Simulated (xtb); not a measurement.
xtb input:

```bash
xtb mol.xyz --gfnff --opt tight --chrg 0 --uhf 0
```
mol.xyz:
```
8

B     -0.03729675    -0.22940112     0.44153024
N     -1.22009342     0.20408052    -0.19621032
N      1.24644259    -0.04201465    -0.11571920
H     -0.12665080    -0.77899114     1.49933070
H     -1.24762823     0.67438679    -1.08509973
H     -2.12639170     0.06443911     0.21115703
H      1.42358494     0.40787024    -0.99792933
H      2.07912532    -0.35516046     0.34839677
```

What final total energy does it print?

-1.11016 Eh (GFN-FF).
